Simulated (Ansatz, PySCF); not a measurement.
Barrier from R1 to the saddle point P1, each structure at its B3LYP-D3(BJ)/def2-TZVP stationary point, reached from a drawn start; harmonic modes at that level show the others as minima.
R1, CF3 (SMILES F[C](F)F) (charge 0, multiplicity 2):
```xyz
4

C      0.000     0.000     0.298
F      1.260     0.000    -0.099
F     -0.630     1.091    -0.099
F     -0.630    -1.091    -0.099
```
P1, CF3, a first-order saddle point (one imaginary mode, 1100i cm⁻¹) (charge 0, multiplicity 2, Z-matrix in Å and degrees):
```
C
F 1 1.3155
F 1 1.3155 2 120.00
F 1 1.3155 2 120.00 3 180.00
```

P less R. No zero-point or thermal terms; open shells are unrestricted. No path was followed down from the saddle.

Frozen-core correlation throughout.

Programs: Ansatz (a program for electronic structure) with Gaussian orbitals; PySCF for the D3/D4 terms. All values are computed, each at the level named.

### Question
Give the barrier height at the level B3LYP/def2-TZVPP.

### Answer
25.5 kcal/mol

### Question
Estimate the barrier height that B2PLYP-D3(BJ)/def2-TZVPP returns for this input.

### Answer
27.8 kcal/mol

### Question
What barrier height does CAM-B3LYP/def2-TZVPP give?

### Answer
25.8 kcal/mol
